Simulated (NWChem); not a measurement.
# GeN₂H₅F; SMILES [GeH]([F])([NH2])[NH2]

```xyz
9

Ge     0.0373    -0.0086    -0.2704
N      0.4825    -1.6259     0.3931
N     -1.6171     0.3657     0.3666
F      0.9962     1.3096     0.3666
H      0.3206     0.0071    -1.7803
H      0.3758    -1.7347     1.3973
H      1.3603    -2.0308     0.0839
H     -1.9165     1.3305     0.2643
H     -2.3591    -0.2618     0.0723
```
Atoms are numbered in this order, from 1.

All runs: NWChem. Geometry: optimised at PBE0/def2-SVP. Level PBE/def2-SVP: energy and gradient on several grids; changes count from the extra-fine grid, which is no exact limit either.

### Question
Which is the coarsest grid (fine; xcoarse; coarse; xfine; medium) from which on the energy stays within 50 μHa and each gradient component within 100 μHa/bohr of xfine?

### Answer
fine.
```csv
grid,size of the energy change (μHa),largest change of a gradient component (μHa/bohr)
xcoarse,1000,10000
coarse,100,1000
medium,< 10,300
fine,< 10,< 30
xfine,< 10,< 30
```
